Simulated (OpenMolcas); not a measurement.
# Co V: Racah parameters, worked from levels

* Program: OpenMolcas
* Basis: ANO-RCC-VTZP [6s5p3d2f1g]
* Scalar Hamiltonian: DKH2, point nucleus
* Active space: 5 electrons in 5 orbitals (3d)
* State averaging: 2S+1 = 6 even, 1 root; 2S+1 = 4 even, 24 roots; 2S+1 = 2 even, 75 roots
* Spin-orbit coupling: state interaction with AMFI integrals over the reference wave functions, term energies averaged over their components

Methods: CASSCF; MS-CASPT2, IPEA 0.25 Eh, imaginary shift 0.1 Eh (closed shells correlated: 3s 3p).

**Racah parameters.** Above ⁶S, d5 has ⁴D at 17B + 5C, ⁴G at 10B + 5C and ⁴P at 7B + 7C. The first two fix B and C, and the third tests them; where it misses by thousands of cm-1, two parameters do not describe the configuration (Trees and configuration-interaction terms are left out) and B and C hang on the terms chosen. Term energies are centres of gravity, weighted by 2J + 1.

| Source | ⁴D | ⁴G | B | C | C/B | ⁴P from B, C | ⁴P found |
| --- | --- | --- | --- | --- | --- | --- | --- |
| CASSCF | 52920 | 42508 | 1487 | 5527 | 3.72 | 49098 | 48859 |
| MS-CASPT2 | 46922 | 39038 | 1126 | 5555 | 4.93 | 46767 | 43162 |

Energies in cm-1. From CASSCF to MS-CASPT2, B changes by -24.3 % and C by +0.5 %.

CASPT2 breaks the degeneracy within a term, and the mean is taken; among the terms shown or strongly mixed into the levels shown the widest spread is 350 cm-1 (3d⁵ ⁴G, MS-CASPT2). Without dynamic correlation excited terms often stand tens of per cent too high (terms of higher spin than the ground term too low), and those without a measured partner can miss by more than the paired ones (holds for CASSCF). Blocks of more than 70 roots (2S+1 = 2 even) ran without multistate coupling (holds for MS-CASPT2). Only configurations of the active space appear.
